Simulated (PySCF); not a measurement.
## Radial density of Ca³⁺ (calcium, charge +3)

M06-2X, [Ne] 3s2 3p5, 2P determinant. Computed with PySCF 2.14 in an uncontracted even-tempered set (21 s from 0.054 bohr⁻², ratio 2.5; 14 p from 0.071 bohr⁻², ratio 2.5; 5 d from 1.5 bohr⁻², ratio 2.7; 5 f from 2.3 bohr⁻², ratio 2.7), with the spin-free X2C one-electron Hamiltonian (Gaussian nucleus).

```tsv
r (bohr)	4πr²ρ (e/bohr)	4πr²(ρα − ρβ)
0.00164	0.2089	0.0000
0.00275	0.5403	0.0000
0.00463	1.361	0.0000
0.00779	3.268	-0.0001
0.0131	7.239	0.0000
0.0220	13.97	0.0010
0.0370	21.42	0.0076
0.0623	22.97	0.0378
0.105	17.67	0.1360
0.176	20.49	0.2637
0.297	23.41	0.1357
0.499	9.147	0.0546
0.839	6.749	0.8864
1.41	4.601	0.6580
2.37	0.3937	0.0537
3.99	0.001437	0.0001
```

Densities and radii are taken from the X2C orbitals without a picture-change correction, which distorts them close to the nucleus.
